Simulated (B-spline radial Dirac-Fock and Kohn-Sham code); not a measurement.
## EELS cross sections of the W M3 edge

System: the free tungsten atom, configuration 1s2 2s2 2p6 3s2 3p6 3d10 4s2 4p6 4d10 4f14 5s2 5p6 5d4 6s2. The computed values come from a radial finite-basis atomic code: the first Born approximation with generalised oscillator strengths from a Dirac-Hartree-Slater potential (longitudinal and transverse terms; continuum final states only, so no white lines or fine structure). The edge is taken at 2281.0 eV (tabulated value).

Input file task.json (cfg lists n, l and occupation; rrms is the nuclear radius in fm):

```json
{"items": [{
  "Z": 74,
  "q": 0,
  "cfg": [[1, 0, 2], [2, 0, 2], [2, 1, 6], [3, 0, 2], [3, 1, 6], [3, 2, 10], [4, 0, 2], [4, 1, 6], [4, 2, 10], [4, 3, 14], [5, 0, 2], [5, 1, 6], [5, 2, 4], [6, 0, 2]],
  "A": 184,
  "rrms": 5.3658,
  "do": "eels",
  "beams": [[60, 10], [60, 50], [80, 5], [80, 100], [100, 50], [120, 5], [120, 10], [120, 20], [120, 50], [200, 10], [200, 50], [200, 100], [300, 5], [300, 100]],
  "edges": {"M3": 2281.0}
}]}
```

Launch: `python xray2_run.py task.json out`

Partial cross sections σ(β, Δ) in barn, integrated over a window Δ above the edge and up to the collection semi-angle β, for parallel illumination:

```csv
E₀ (kV),β (mrad),Δ = 25 eV,Δ = 50 eV,Δ = 100 eV,Δ = 200 eV,Δ = 300 eV
60,10,3.48,7.07,13.8,25.5,35.4
60,50,?,?,?,?,?
80,5,1.27,2.57,4.99,9.21,12.7
80,100,42.9,94.3,197,386,552
100,50,29.6,62.5,127,243,344
120,5,1.93,3.89,7.54,13.9,19.3
120,10,6.20,12.6,24.5,45.5,63.3
120,20,14.7,30.0,59.1,111,156
120,50,28.8,61.0,124,238,338
200,10,8.61,17.5,34.1,63.9,89.5
200,50,26.2,56.2,115,224,319
200,100,30.4,67.5,143,282,406
300,5,4.89,9.86,19.2,35.6,49.7
300,100,26.8,59.3,125,248,357
```

**Question.** Give the row for 60 kV and 50 mrad.

**Answer.** 30.7 b for 25 eV, 64.4 b for 50 eV, 130 b for 100 eV, 247 b for 200 eV, 348 b for 300 eV.
